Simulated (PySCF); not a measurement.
## Calculated data, C2H5AlF, C2H6AlO, C2H7AlN, CH4AlFN

Calculation on a computer-drawn molecule: the log of a Hartree-Fock and frozen-core CCSD(T) single point meant for a local Hartree-Fock minimum, with one planted fault or none, to be diagnosed. Offsets are logged minus clean, where the clean run is the same molecule without the fault. The reference is restricted for singlets and unrestricted otherwise, and also for a bond in bohr or an excited solution. Adding or removing an electron swaps singlet and doublet. The excited solution moves the top pair (singlet) or top alpha electron (doublet) to the lowest empty orbital. Highest occupied and lowest empty are orbital energies over both spins, largest force is the largest gradient component, triples share is (T) over the correlation energy, the T1 limit is 0.02 restricted and 0.045 unrestricted, electrons count all cores, a negative frequency is imaginary (commonest isotopes), and the dipole is about the centre of nuclear charge. Program: PySCF 2.14.0.

Common to all runs: meant basis cc-pV(D+d)Z; logged SCF converged yes; possible faults no fault, one electron removed, one electron added, multiplicity raised by two, geometry at a saddle point, SCF held on an excited solution, minimal basis STO-3G, one bond length entered in bohr, all coordinates scaled.

(1) 
```xyz
9
formula=C2H5AlF meant_charge=0 meant_multiplicity=2 logged_electrons=38 logged_basis_functions=90 logged_spin_squared=0 logged_highest_occupied=-17.681 logged_lowest_empty=-6.9403 logged_largest_force=0.064151 logged_T1_diagnostic=0.018003 logged_D1_diagnostic=0.063573 logged_triples_share=0.022687 logged_CC_converged=yes logged_dipole_magnitude=7.1229 logged_SCF_stable_within_its_kind=yes logged_energy_HF=-419.74842 logged_energy_CCSD(T)=-420.29885 planted_fault=one_electron_removed HF_energy_offset_from_clean_run=191.7 CCSD(T)_energy_offset_from_clean_run=200.4
C      0.2508     0.2216    -0.5004
C     -0.2292     0.9002     0.7587
Al    -1.7833     0.4492     1.7887
F     -2.1105     1.3441     3.1452
H      0.3045     0.9332    -1.3316
H     -0.3951    -0.6026    -0.8108
H      1.2612    -0.1802    -0.3665
H      0.4092     1.7267     1.0740
H     -2.7780    -0.7153     1.4400
```

Units: logged_highest_occupied, logged_lowest_empty in eV; logged_largest_force in hartree/bohr; logged_dipole_magnitude in debye; logged_energy_HF, logged_energy_CCSD(T) in hartree; HF_energy_offset_from_clean_run, CCSD(T)_energy_offset_from_clean_run in kcal/mol.

Drawn bonds:
```csv
atom,other atom,order
1,2,1
2,3,1
3,4,1
1,5,1
1,6,1
1,7,1
2,8,1
3,9,1
```

(2) 
```xyz
10
formula=C2H6AlO meant_charge=0 meant_multiplicity=2 logged_electrons=39 logged_basis_functions=95 logged_spin_squared=1.5008 logged_highest_occupied=-7.4593 logged_lowest_empty=1.6196 logged_largest_force=0.016742 logged_T1_diagnostic=0.024692 logged_D1_diagnostic=0.13114 logged_triples_share=0.02604 logged_CC_converged=yes logged_dipole_magnitude=1.2244 logged_SCF_stable_within_its_kind=yes logged_energy_HF=-395.91057 logged_energy_CCSD(T)=-396.45973 planted_fault=one_bond_length_entered_in_bohr,row_2_of_the_drawn_bonds HF_energy_offset_from_clean_run=80.95 CCSD(T)_energy_offset_from_clean_run=94.88
C     -0.1034    -2.3977     0.4277
C      0.2118    -1.1610    -0.3775
Al    -0.1707     2.2976     0.6742
O      0.2567     3.5097    -0.4279
H     -0.8552    -3.0145    -0.0777
H      0.7865    -3.0262     0.5474
H     -0.4819    -2.1675     1.4262
H      0.5914    -1.3836    -1.3760
H     -0.7155     2.6880     2.1066
H      0.2168     4.4432    -0.3080
```

Units: logged_highest_occupied, logged_lowest_empty in eV; logged_largest_force in hartree/bohr; logged_dipole_magnitude in debye; logged_energy_HF, logged_energy_CCSD(T) in hartree; HF_energy_offset_from_clean_run, CCSD(T)_energy_offset_from_clean_run in kcal/mol.

Drawn bonds:
```csv
atom,other atom,order
1,2,1
2,3,1
3,4,1
1,5,1
1,6,1
1,7,1
2,8,1
3,9,1
4,10,1
```

(3) 
```xyz
11
formula=C2H7AlN meant_charge=0 meant_multiplicity=2 logged_electrons=39 logged_basis_functions=100 logged_spin_squared=1.1827 logged_highest_occupied=-8.9156 logged_lowest_empty=0.66178 logged_largest_force=0.092985 logged_T1_diagnostic=0.052843 logged_D1_diagnostic=0.25629 logged_triples_share=0.034203 logged_CC_converged=yes logged_dipole_magnitude=2.8418 logged_SCF_stable_within_its_kind=yes logged_energy_HF=-376.05497 logged_energy_CCSD(T)=-376.63208 planted_fault=one_bond_length_entered_in_bohr,row_8_of_the_drawn_bonds HF_energy_offset_from_clean_run=71.89 CCSD(T)_energy_offset_from_clean_run=68.85
C     -0.3548    -1.9299    -1.0724
C      0.4209    -1.0606    -0.1362
N     -0.2512    -0.1012     0.6311
Al    -1.9699     0.2712     0.9302
H      0.3016    -2.6670    -1.5370
H     -1.1517    -2.4711    -0.5536
H     -0.8301    -1.3517    -1.8776
H      1.4600    -0.8478    -0.3634
H      0.9791     0.9834     1.5882
H     -2.2310     1.4473     1.9493
H     -3.1215    -0.5338     0.2200
```

Units: logged_highest_occupied, logged_lowest_empty in eV; logged_largest_force in hartree/bohr; logged_dipole_magnitude in debye; logged_energy_HF, logged_energy_CCSD(T) in hartree; HF_energy_offset_from_clean_run, CCSD(T)_energy_offset_from_clean_run in kcal/mol.

Drawn bonds:
```csv
atom,other atom,order
1,2,1
2,3,1
3,4,1
1,5,1
1,6,1
1,7,1
2,8,1
3,9,1
4,10,1
4,11,1
```

Notes: T1 above single-reference limit.

(4) 
```xyz
10
formula=C2H6AlO meant_charge=0 meant_multiplicity=2 logged_electrons=39 logged_basis_functions=95 logged_spin_squared=0.7709 logged_highest_occupied=-3.2937 logged_lowest_empty=-1.4995 logged_largest_force=0.10351 logged_dipole_magnitude=5.2634 logged_SCF_stable_within_its_kind=no logged_energy_HF=-395.82745 planted_fault=SCF_held_on_an_excited_solution HF_energy_offset_from_clean_run=89.92
C      0.4554    -0.4191     0.7469
C     -0.5029     0.6794     1.1049
O      0.0446     1.4602     2.0783
Al    -2.2438     0.9839     0.3429
H      0.6776    -1.0324     1.6263
H      1.4043     0.0019     0.3987
H      0.0550    -1.0659    -0.0348
H     -0.5453     2.1592     2.3184
H     -3.0633     2.2216     0.8998
H     -2.7943     0.0237    -0.7822
```

Units: logged_highest_occupied, logged_lowest_empty in eV; logged_largest_force in hartree/bohr; logged_dipole_magnitude in debye; logged_energy_HF in hartree; HF_energy_offset_from_clean_run in kcal/mol.

Drawn bonds:
```csv
atom,other atom,order
1,2,1
2,3,1
2,4,1
1,5,1
1,6,1
1,7,1
3,8,1
4,9,1
4,10,1
```

Notes: coupled-cluster numbers left out as unreliable.

(5) 
```xyz
8
formula=CH4AlFN meant_charge=1 meant_multiplicity=1 logged_electrons=38 logged_basis_functions=28 logged_spin_squared=0 logged_highest_occupied=-14.225 logged_lowest_empty=0.34708 logged_largest_force=0.015607 logged_T1_diagnostic=0.020909 logged_D1_diagnostic=0.075735 logged_triples_share=0.043316 logged_CC_converged=yes logged_dipole_magnitude=1.3648 logged_SCF_stable_within_its_kind=yes logged_energy_HF=-430.41698 logged_energy_CCSD(T)=-430.61169 planted_fault=minimal_basis_STO-3G HF_energy_offset_from_clean_run=3391 CCSD(T)_energy_offset_from_clean_run=3637
C     -1.3980     0.5433    -0.5224
N     -0.4646    -0.2807    -1.3307
Al     0.3730    -1.6915    -0.8981
F      1.1569    -3.0258    -0.4710
H     -1.0074     1.5540    -0.4295
H     -1.5103     0.1207     0.4749
H     -2.3741     0.5670    -1.0016
H     -0.3449     0.0920    -2.2595
```

Units: logged_highest_occupied, logged_lowest_empty in eV; logged_largest_force in hartree/bohr; logged_dipole_magnitude in debye; logged_energy_HF, logged_energy_CCSD(T) in hartree; HF_energy_offset_from_clean_run, CCSD(T)_energy_offset_from_clean_run in kcal/mol.

Drawn bonds:
```csv
atom,other atom,order
1,2,1
2,3,1
3,4,1
1,5,1
1,6,1
1,7,1
2,8,1
```

Notes: T1 above single-reference limit.

(6) 
```xyz
8
formula=CH4AlFN meant_charge=1 meant_multiplicity=1 logged_electrons=38 logged_basis_functions=85 logged_spin_squared=0 logged_highest_occupied=-16.499 logged_lowest_empty=-5.1779 logged_largest_force=2.378e-05 logged_lowest_frequency=117.66 logged_T1_diagnostic=0.014708 logged_D1_diagnostic=0.043997 logged_triples_share=0.02339 logged_CC_converged=yes logged_dipole_magnitude=1.781 logged_SCF_stable_within_its_kind=yes logged_energy_HF=-435.82086 logged_energy_CCSD(T)=-436.40829
C     -1.3980     0.5433    -0.5224
N     -0.4646    -0.2807    -1.3307
Al     0.3730    -1.6915    -0.8981
F      1.1569    -3.0258    -0.4710
H     -1.0074     1.5540    -0.4295
H     -1.5103     0.1207     0.4749
H     -2.3741     0.5670    -1.0016
H     -0.3449     0.0920    -2.2595
```

Units: logged_highest_occupied, logged_lowest_empty in eV; logged_largest_force in hartree/bohr; logged_lowest_frequency in cm⁻¹; logged_dipole_magnitude in debye; logged_energy_HF, logged_energy_CCSD(T) in hartree.

Drawn bonds:
```csv
atom,other atom,order
1,2,1
2,3,1
3,4,1
1,5,1
1,6,1
1,7,1
2,8,1
```

Question: Give the missing planted fault for CH4AlFN (entry 6).
Answer: no fault

Further results for CH4AlFN (entry 6):

```
HF energy offset from clean run      : 0 kcal/mol
CCSD(T) energy offset from clean run : 0 kcal/mol
```
